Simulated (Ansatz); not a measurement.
Cost and result for the atomization energy of `CC1=CC(C)=[O+][Al-]([OH])([Cl])[O]1` (18 atoms, 18 bonds).

```xyz
18

C     2.050   -1.208    1.341
C     0.828   -0.703    0.655
C     0.771    0.603    0.169
C    -0.331    1.109   -0.520
C    -0.319    2.496   -1.062
O    -1.396    0.441   -0.740
Al   -1.800   -1.184   -0.050
O    -2.355   -2.289   -1.205
Cl   -3.058   -0.906    1.619
O    -0.128   -1.542    0.547
H     1.785   -1.499    2.361
H     2.847   -0.468    1.369
H     2.398   -2.110    0.834
H     1.630    1.242    0.307
H     0.627    3.003   -0.887
H    -0.530    2.463   -2.134
H    -1.130    3.062   -0.596
H    -1.888   -2.511   -2.006
```

Charge 0, multiplicity 1. Geometry: relaxed with PBE0-D4/def2-TZVP. It is one conformer, not always the lowest. Program: Ansatz. All runs use 4 threads of an AMD EPYC 7R13 on a shared host and a share of an NVIDIA H100 80 GB. Times are those of one run each, without the atoms' runs, and a repeat can differ threefold. Electronic energies, without spin–orbit coupling; frozen cores. CCSD(T)/CBS adds CCSD(T) − MP2 in def2-TZVPP to the MP2 limit, and its time is that of the two runs behind it. T1 = 0.015. B3LYP takes the VWN-RPA correlation (the form of Gaussian; ORCA's B3LYP/G).

CCSD(T)/CBS is a level of theory with its own doubt, some kJ/mol a heavy atom from the limit and from the frozen cores, so smaller differences don't rank the functionals.

```tsv
level	functions	wall time
LDA (SPW92)/def2-TZVPP	444	2.5 s
revPBE-D4/def2-TZVPP	444	3.3 s
PBE-D4/def2-TZVPP (with forces)	444	3.4 s
PBE0-D4/def2-TZVPP	444	3.7 s
r2SCAN-D4/def2-TZVPP (with forces)	444	4.3 s
B3LYP-D4/def2-TZVPP (with forces)	444	5.5 s
CAM-B3LYP-D4/def2-TZVPP	444	5.5 s
B97M-V/def2-TZVPP	444	6 s
CCSD(T)/def2-SVP	188	7 s
ωB97X-V/def2-TZVPP	444	7.5 s
MP2/def2-QZVPP	836	9.5 s
CCSD(T)/def2-TZVPP	444	52 s
CCSD(T)/CBS(def2)	–	62 s
```

Question: What atomization energy does each give, and how far from CCSD(T)/CBS? (Estimate.)

Answer: Computed: 
```csv
level,atomization (kJ/mol),difference from CCSD(T)/CBS,per bond
LDA (SPW92)/def2-TZVPP,9141.0,1227.1,68.2
revPBE-D4/def2-TZVPP,7913.9,0.0,0.0
PBE-D4/def2-TZVPP (with forces),8133.6,219.7,12.2
PBE0-D4/def2-TZVPP,7960.2,46.3,2.6
r2SCAN-D4/def2-TZVPP (with forces),7982.6,68.7,3.8
B3LYP-D4/def2-TZVPP (with forces),7900.4,-13.5,-0.7
CAM-B3LYP-D4/def2-TZVPP,7946.9,33.0,1.8
B97M-V/def2-TZVPP,7956.3,42.4,2.4
CCSD(T)/def2-SVP,7539.9,-374.0,-20.8
ωB97X-V/def2-TZVPP,7926.0,12.1,0.7
MP2/def2-QZVPP,8054.0,140.1,7.8
CCSD(T)/def2-TZVPP,7706.8,-207.1,-11.5
CCSD(T)/CBS(def2),7913.9,0.0,0.0
```

From r2SCAN to r2SCAN0 (25 % exact exchange), in def2-TZVPP and without D4, the atomization energy moves by −156.3 kJ/mol: exact exchange takes away binding that semilocal exchange gives to molecules. The D4 term adds +81.2 kJ/mol with B3LYP and +43.9 kJ/mol with PBE0; it sums over pairs of atoms, weighted by their polarisabilities, and B3LYP, whose exchange is more repulsive, gets the larger term. In def2-TZVPP, CCSD(T) changes the Hartree–Fock value by +1919.7 kJ/mol (the triples alone add +139.3 kJ/mol) and MP2 by +2143.9 kJ/mol; breaking electron pairs costs correlation energy, which Hartree–Fock lacks.
